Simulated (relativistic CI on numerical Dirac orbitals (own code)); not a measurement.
## Spin-allowed bands of a d2 ion in an octahedral site, by hand

Problem. Take Δ = 14750 cm⁻¹ and B = 390 cm⁻¹ for a d2 ion in an octahedral site. Calculate the three spin-allowed bands.

Working.
1. The terms of highest spin are 3F (energy 0) and 3P (15B = 5850 cm⁻¹). Here the F term splits into A2 at +1.2Δ = 17700, T2 at +0.2Δ = 2950 and T1 at −0.6Δ = -8850 cm⁻¹.
2. The two T1 states mix through the element 0.4Δ: H = [[-8850, 5900], [5900, 5850]], with roots ½(H₁₁ + H₂₂) ∓ ½√[(H₂₂ − H₁₁)² + 4H₁₂²] = ½(-3000) ∓ ½(18850) = -10925 and 7925 cm⁻¹.
3. The ground term is 3T1 at -10925 cm⁻¹.
4. Bands: 3T2 13875 cm⁻¹ (721 nm), 3T1(P) 18850 cm⁻¹ (530 nm), 3A2 28625 cm⁻¹ (349 nm).

Check. Exact diagonalisation of the whole d2 shell with these parameters gives 3T2 13875, 3T1 18850, 3A2 28625 cm⁻¹. The match is exact, since without spin-orbit coupling no other term has this spin. The ratio of the second band to the first, 1.359, depends on Δ/B = 37.8 alone, which is how a Tanabe-Sugano diagram is read.
